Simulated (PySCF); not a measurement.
Ga(F)2(nPr), SMILES CC[CH2][Ga]([F])[F] (B3LYP/def2-SVP optimised geometry):

```
13

Ga    -1.778     0.458     0.000
F     -2.794     1.890     0.000
F     -2.757    -1.001     0.000
C      0.183     0.458     0.000
C      0.827    -0.936     0.026
C      2.357    -0.879     0.024
H      0.494     1.064     0.869
H      0.493     1.029    -0.892
H      0.481    -1.490     0.916
H      0.479    -1.524    -0.840
H      2.737    -0.367    -0.876
H      2.794    -1.890     0.043
H      2.739    -0.333     0.902
```

Computed with B3LYP/def2-TZVP (PySCF 2.14.0).

Problem. What are the frontier orbital energies and the dipole moment?

Solution. HOMO-2 -9.94 eV, HOMO-1 -9.64 eV, HOMO -8.67 eV, LUMO -1.15 eV, LUMO+1 -1.01 eV; dipole moment 3.88 D.

On the same geometry PBE/def2-TZVP run with PySCF gives HOMO-2 -8.51 eV, HOMO-1 -8.38 eV, HOMO -7.53 eV, LUMO -1.71 eV, LUMO+1 -1.49 eV; dipole moment 3.76 D.

Meta-Löwdin charges at B3LYP/def2-TZVP: Ga1 1.10, F2 -0.50, F3 -0.50, C4 -0.40, C5 -0.16, C6 -0.32, H7 0.13, H8 0.13, H9 0.10, H10 0.10, H11 0.10, H12 0.11, H13 0.10.
